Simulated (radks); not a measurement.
Nd+, 59 electrons, occupied as [Xe] 4f4 6s1.

Method: Dirac Kohn-Sham, PBEsol, spin-unpolarised, spherical densities, finite nucleus; open shells are shared between the two j in proportion to 2j + 1; Fermi nuclear charge, rms radius 4.9123 fm; computed with a radial shooting solver on a logarithmic mesh with Libxc functionals.

Energy parts (eV):
total: -261926.34
kinetic: 282416.68
electron-nucleus: -639706.73
Hartree: 101333.98
exchange-correlation: -5970.28

Orbitals (lengths in bohr, moments of r in powers of bohr; r(90%) holds 90 % of the orbital's charge):
orbital     occ.  eigenvalue (eV)  r(90%)
1s1/2          2        -43344.18  0.0427
2s1/2          2        -7012.961   0.156
2p1/2          2        -6636.181   0.139
2p3/2          4        -6116.471   0.147
3s1/2          2        -1525.859   0.391
3p1/2          2        -1364.799   0.384
3p3/2          4        -1261.070   0.402
3d3/2          4        -980.1901   0.375
3d5/2          6        -957.7579   0.380
4s1/2          2        -307.9328   0.873
4p1/2          2        -247.1535   0.908
4p3/2          4        -224.6113   0.949
4d3/2          4        -124.6725    1.06
4d5/2          6        -120.6913    1.07
4f5/2    1.71429          -7.9209    1.94
4f7/2    2.28571          -7.5151    1.99
5s1/2          2         -46.4071    2.12
5p1/2          2         -30.1899    2.44
5p3/2          4         -27.1419    2.57
6s1/2          1          -8.1956    5.79

The highest occupied level is 4f7/2 at -7.515 eV. For comparison, the ionisation energy in NIST's Atomic Spectra Database is 10.78 eV (semi-empirical). In exact Kohn-Sham theory the highest level is minus the ionisation energy, but local and semilocal functionals leave it too shallow, through self-interaction and a potential that decays too fast; potentials with the right tail come closer. The electron density at the nucleus is 4.53e+05 e/bohr^3.

Beside tabulated values, note that spin-unpolarised runs miss the spin-polarisation part of the exchange energy of open shells.
